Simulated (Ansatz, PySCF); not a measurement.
Reaction 3 R1 + R2 → P1 + P2, each structure at its B3LYP-D3(BJ)/def2-TZVP stationary point, reached from a drawn start (curvature not checked).
R1: H2 (SMILES [H][H]), charge 0, multiplicity 1.
P1: H2O (SMILES O), charge 0, multiplicity 1.
R2, OSi (SMILES [O+]#[Si-]) (charge 0, multiplicity 1):
```xyz
2

Si     0.000     0.000    -0.757
O      0.000     0.000     0.757
```
P2: SiH4 (SMILES [SiH4]), charge 0, multiplicity 1.

P less R. No zero-point or thermal terms.

Cores are frozen in the correlated methods.

The values were computed with Ansatz (Gaussian orbitals); PySCF for the D3/D4 terms. Each number belongs to the level named beside it.

**Question.** What is the computed reaction energy (revPBE-D4/def2-TZVPP)?

**Answer.** -33.5 kcal/mol

**Question.** What reaction energy does CCSD(T)/cc-pV(Q+d)Z give?

**Answer.** -37.4 kcal/mol

**Question.** Estimate the reaction energy that r2SCAN/def2-TZVPP returns for this input.

**Answer.** -40.9 kcal/mol

Ansatz is a program for electronic structure.
